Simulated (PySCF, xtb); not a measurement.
B2N, SMILES [N]([B])[B] (connectivity only; charge and spin as stated), neutral, multiplicity 2.

Harmonic wavenumbers (cm⁻¹) from GFN2-xTB (xtb) at its own minimum, in rising order: 205, 205, 1359, 1855.

**Question.** What does PBE-D3(BJ)/def2-TZVP in PySCF 2.14.0 give at its own minimum? (The exact figures need the calculation; the answer reports its results.)

**Answer.** 118, 118, 1174, 1529. Paired by order, the mean absolute difference is 171 cm⁻¹ and the zero-point energies are 5.2 and 4.2 kcal/mol.
